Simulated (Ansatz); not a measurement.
Energy needed to pull apart AuCl (SMILES [Cl][Au]), singlet, into free ground-state atoms, from the structure below (displaced at random from a GFN2-xTB minimum); no zero-point or spin–orbit terms; open-shell atoms are treated unrestricted, in their ground-state multiplicity.

Cl1  (0.915, -0.330, 0.467)
Au2  (-0.970, 0.321, -0.490)
(Å)

Program: Ansatz 0.2.0. Basis: def2-TZVPP. Cores are frozen in the correlated methods. Filled d shells of the heavier atoms are correlated. Core potentials replace the inner electrons of the atoms past krypton.

```csv
method,atomization energy (kcal/mol)
PBE-D4,?
revPBE-D4,66.5
r2SCAN-D4,69.6
PBE0-D4,?
wB97X-V,67.3
wB97M-V,67.7
HF,37.1
MP2,66.5
CCSD,60.0
CCSD(T),63.6
```

Problem. What does PBE0-D4 give? (Judge from chemistry; the value comes from the calculation.)

Solution. Computed: 66.5 kcal/mol, which is about 2.9 kcal/mol more than CCSD(T)/def2-TZVPP.

Problem. What does PBE-D4 give? (Judge from chemistry; the value comes from the calculation.)

Solution. By the calculation: 70.7 kcal/mol, which is about 7.1 kcal/mol more than CCSD(T)/def2-TZVPP.

In triple zeta the MP2 and coupled-cluster atomization energies are still short of their basis limit by a few kcal/mol a bond, whereas those of the functionals are nearly converged, so these differences are not deviations from converged CCSD(T).

No T1 diagnostic of these runs exceeds 0.026. The T1 diagnostic is large here, which may signal multireference character or strong orbital relaxation, so CCSD(T) is less sure.

For scale, one of the runs: CCSD(T)/def2-TZVPP forces, 98 basis functions (an equivalent command: `ansatz run in.yaml --threads 4`). Hardware: 4 CPU threads, shared host. Wall time about 14 s.
